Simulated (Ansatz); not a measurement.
**Abstraction of Cl: NbCl5 + C3H5 → NbCl4 + C3H5Cl**

Species: NbCl5 (niobium pentachloride) `[Cl][Nb]([Cl])([Cl])([Cl])[Cl]`, singlet; C3H5 `C=[C]C`, doublet; NbCl4 `[Cl][Nb]([Cl])([Cl])[Cl]`, doublet; C3H5Cl `C=C(C)Cl`, singlet. A radical takes Cl: the energy is the difference in strength between the Nb–Cl bond broken and the C–Cl bond made.

Shapes, held fixed at every level: PBE0-D4/def2-TZVP. Programs: Ansatz 0.2.0. The zero-point and thermal change to 298 K, harmonic and unscaled (PBE0-D4/def2-TZVP), is +7.3 kJ/mol.

```tsv
level	kind	ΔH(298 K) (kJ/mol)	CPU time (sum over the molecules)
HF/def2-TZVPP	Hartree–Fock	-168.5	–
PBE-D4/def2-TZVPP	GGA	-74.4	84 s
B3LYP-D4/def2-TZVPP	global hybrid	-98.1	3.3 min
PBE0-D4/def2-TZVPP	global hybrid	-105.9	2.6 min
r2SCAN0-D4/def2-TZVPP	global hybrid	-98.5	4 min
wB97M-V/def2-TZVPP	range-separated hybrid	-126.3	7.5 min
wB97X-V/def2-TZVPP	range-separated hybrid	-129.6	4.9 min
B2PLYP/def2-TZVPP	double hybrid	-94.4	2.5 min
```

B2PLYP/def2-TZVPP gives ΔH(298 K) = -94.4 kJ/mol; the levels span -168.5 to -74.4. The median of the levels is -102.2. No measured value is set beside it here. Spin contamination: C3H5 (⟨S²⟩ up to 0.91). Open shells run unrestricted unless RO is named. For atoms past krypton def2 sets carry core potentials with scalar relativity. Correlated rows may include outer-core shells of Nb, which these sets cover unevenly. Times are processor times on shared x86 and Arm servers, and rough.
